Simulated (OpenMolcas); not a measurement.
Ce2+.

| Quantity | Value |
| --- | --- |
| Program | OpenMolcas |
| Basis | ANO-RCC-VTZP [8s7p5d3f2g1h] |
| Scalar Hamiltonian | DKH2, point nucleus |
| Active space | 2 electrons in 7 orbitals (4f) |
| State averaging | 2S+1 = 3 even, 21 roots; 2S+1 = 1 even, 28 roots |
| Spin-orbit coupling | state interaction with AMFI integrals over the reference wave functions, term energies averaged over their components |

Two sets of levels on these reference wave functions, in cm-1 above 4f2 3H4: one from CASSCF and one from SS-CASPT2, IPEA 0.25 Eh, imaginary shift 0.1 Eh (closed shells correlated: 5s 5p).

| Level | Set 1 | Set 2 |
| --- | --- | --- |
| 4f2 3H4 | 0.0 | 0.0 |
| 4f2 3H5 | 1679 | 1649 |
| 4f2 3H6 | 3440 | 3420 |
| 4f2 3F2 | 4400 | 5620 |
| 4f2 3F3 | 5470 | 6670 |
| 4f2 1D2 | 16410 | 19300 |
| 4f2 1I6 | 19480 | 23060 |
| 4f2 3P0 | 20770 | 24620 |
| 4f2 3P1 | 21250 | 25070 |
| 4f2 3P2 | 22140 | 25910 |
| 4f2 1S0 | 43600 | 52800 |

**Question.** Which set is which?

**Answer.** Set 1 is SS-CASPT2. Its levels of the other terms of 4f2 lie at 0.78 to 0.85 of the other set's values, as expected, since terms of lower spin or lower L gain more correlation energy than the Hund ground term. Against 10 measured levels (Martin, Zalubas and Hagan, Atomic Energy Levels: The Rare-Earth Elements, NSRDS-NBS 60 (1978)) the mean absolute deviation is 3200 cm-1 with it and 6200 cm-1 without; single levels miss by up to 11000 cm-1 with it.

CASPT2 does not keep the components of a term degenerate, so their means are used; among the terms shown or strongly mixed into the levels shown the widest spread is 910 cm-1 (4f2 1I, SS-CASPT2). Over all roots computed the reference weight is 0.84 to 0.92 in SS-CASPT2; the roots of lowest weight are the least certain, and an intruder state may touch them. Without dynamic correlation excited terms often stand tens of per cent too high (terms of higher spin than the ground term too low), and those without a measured partner can miss by more than the paired ones (holds for CASSCF). Some terms miss by over 15 % even with CASPT2, which points to a basis or an active space too small for the shells correlated (holds for SS-CASPT2). Measured partners are found by configuration, term and J. A level has none where our copy of the source lacks it or the pairing is in doubt (some pairs that miss far off the trend of their configuration count as doubtful), and it then counts in no deviation. Only configurations of the active space appear. The table leaves out levels that lie high or whose names do not pair safely across all columns.
